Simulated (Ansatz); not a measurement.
Relaxation of AlBrClH$_{3}$O$_{2}$ (8 atoms, charge 0, multiplicity 1), to a largest force component of 0.03 eV/Å in at most 50 steps.

The calculation used RKS LDA/def2-SVP in Ansatz.

```xyz
8
Properties=species:S:1:pos:R:3
Al 0.047 0.535 -0.463
Cl -0.160 -0.143 2.882
O 1.570 -0.096 -0.814
H 1.753 -0.988 -1.159
O -1.484 -0.081 -0.766
H -1.917 -0.907 -0.498
Br 0.152 2.761 0.336
H 0.020 1.148 2.553
```

Where does it end, and by what steps?

It converged. After 19 steps the energy has fallen by 0.561 eV; O3 moved furthest, 0.63 Å. Joined: Al1–Cl2 (3.42 → 2.34 Å).

```json
{"step": "0", "energy less start (eV)": "0.0000", "largest force component (eV/Å)": "1.298", "accepted": "yes"}
{"step": "1", "energy less start (eV)": "-0.2363", "largest force component (eV/Å)": "0.353", "accepted": "yes"}
{"step": "2", "energy less start (eV)": "-0.3665", "largest force component (eV/Å)": "0.392", "accepted": "yes"}
{"step": "3", "energy less start (eV)": "-0.4438", "largest force component (eV/Å)": "0.786", "accepted": "yes"}
{"step": "4", "energy less start (eV)": "-0.4849", "largest force component (eV/Å)": "0.702", "accepted": "yes"}
{"step": "5", "energy less start (eV)": "-0.5034", "largest force component (eV/Å)": "0.355", "accepted": "yes"}
{"step": "6", "energy less start (eV)": "-0.5183", "largest force component (eV/Å)": "0.199", "accepted": "yes"}
{"step": "7", "energy less start (eV)": "-0.5233", "largest force component (eV/Å)": "0.170", "accepted": "yes"}
{"step": "8", "energy less start (eV)": "-0.5266", "largest force component (eV/Å)": "0.237", "accepted": "yes"}
{"step": "9", "energy less start (eV)": "-0.5222", "largest force component (eV/Å)": "0.405", "accepted": "no"}
{"step": "10", "energy less start (eV)": "-0.5306", "largest force component (eV/Å)": "0.091", "accepted": "yes"}
{"step": "11", "energy less start (eV)": "-0.5405", "largest force component (eV/Å)": "0.214", "accepted": "yes"}
{"step": "12", "energy less start (eV)": "-0.5442", "largest force component (eV/Å)": "0.115", "accepted": "yes"}
{"step": "13", "energy less start (eV)": "-0.5359", "largest force component (eV/Å)": "1.229", "accepted": "no"}
{"step": "14", "energy less start (eV)": "-0.5513", "largest force component (eV/Å)": "0.147", "accepted": "yes"}
{"step": "15", "energy less start (eV)": "-0.5579", "largest force component (eV/Å)": "0.090", "accepted": "yes"}
{"step": "16", "energy less start (eV)": "-0.5545", "largest force component (eV/Å)": "0.143", "accepted": "no"}
{"step": "17", "energy less start (eV)": "-0.5592", "largest force component (eV/Å)": "0.055", "accepted": "yes"}
{"step": "18", "energy less start (eV)": "-0.5597", "largest force component (eV/Å)": "0.119", "accepted": "yes"}
{"step": "19", "energy less start (eV)": "-0.5607", "largest force component (eV/Å)": "0.026", "accepted": "yes"}
```

```xyz
8
Properties=species:S:1:pos:R:3
Al -0.024 0.247 0.081
Cl 0.026 -0.005 2.403
O 1.409 -0.533 -0.383
H 1.783 -0.481 -1.277
O -1.584 -0.041 -0.518
H -1.897 -0.926 -0.764
Br 0.155 2.570 0.529
H 0.114 1.397 1.999
```

Whether the end is a true minimum wasn't checked by a vibrational analysis.

Run time: 11 s on 4 threads of INTEL(R) XEON(R) PLATINUM 8581C CPU @ 2.30GHz (Emerald Rapids), on a shared host, peak memory 0.19 GiB.
